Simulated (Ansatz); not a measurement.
Clusters of 4 atoms, II-VI: gap (eV) at several levels, gas phase, relaxed structures; Ansatz. Clusters are the lowest isomers that short searches found in that spin, judged at the geometry's level. Core potentials for Sr, Te in the def2 sets, no spin–orbit coupling. HOMO and LUMO are taken over both spins. Singlets are spin-restricted. The structures are stationary points that may keep the symmetry of their start. Remarks come from the PBE and PBE0 runs and from stability tests at other levels; not every state was tested.

```tsv
species	state	geometry	PBE-D4/def2-SVP	PBE-D4/def2-TZVP	r2SCAN-D4/def2-TZVP	PBE0-D4/def2-SVP	PBE0-D4/def2-TZVP	remarks
Mg2S2⁺	doublet	PBE0-D4/def2-TZVP	0.66	0.68	0.69	1.48	1.50	–
Be2S2	singlet	PBE-D4/def2-TZVP	2.12	2.24	2.86	3.96	4.08	–
Be2Se2⁺	doublet	PBE0-D4/def2-TZVP	0.89	0.89	1.36	2.77	2.72	–
Be2Te2⁺	doublet	r2SCAN-D4/def2-TZVP	0.75	0.76	1.25	2.44	2.43	–
Mg2Se2⁺	doublet	r2SCAN-D4/def2-SVP	0.59	0.55	0.64	1.65	1.61	–
Zn2O2⁺ (with an O–O bond)	doublet	PBE-D4/def2-SVP	1.68	1.72	2.06	3.26	3.30	spin-contaminated (⟨S²⟩ up to 0.84)
Ca2Te2	singlet	PBE-D4/def2-SVP	1.91	1.96	2.54	3.25	3.27	–
Sr2S2	singlet	B3LYP-D4/def2-TZVP	2.08	2.10	2.70	3.50	3.53	–
```
